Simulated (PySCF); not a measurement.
Polarisability and C₆ of Cr (chromium, neutral)

[Ar] 3d5 4s1, high-spin 7S determinant. All numbers are calculated (PySCF 2.14, the non-relativistic Hamiltonian (point nucleus), in aug-cc-pVTZ (8s7p5d3f2g, 93 functions)). Coupled (time-dependent) response in atomic units; α is the mean over directions.

```json
{"method": "LC-wPBE", "mean α (bohr³)": "91.82", "C₆ (like pair)": "811.6", "S(−4)": "6804"}
```

S(−4) is the Cauchy moment in α(ω) = α(0) + S(−4) ω² + …

Reference α: 83 ± 12 bohr³ (recommended; Schwerdtfeger and Nagle, table of static dipole polarizabilities (2023 update)). Published C₆: 602.0 (Chu and Dalgarno (2004); Tang, Norbeck and Certain (1976)).

α(iu) at LC-wPBE:

```
u (hartree)  α(iu) (bohr³)
          0          91.82
     0.0500          77.71
      0.100          54.28
      0.200          26.95
      0.300          16.41
      0.500          8.850
      0.750          5.476
       1.00          3.865
       1.50          2.316
       2.00          1.577
       3.00         0.8823
       5.00         0.3961
```

A single London oscillator, α(iu) = α/(1 + u²/ω²), gives C₆ = (3/4) ω α². Matching the computed C₆ needs ω = 4 × 811.6 / (3 × 91.82²) = 0.128 hartree.
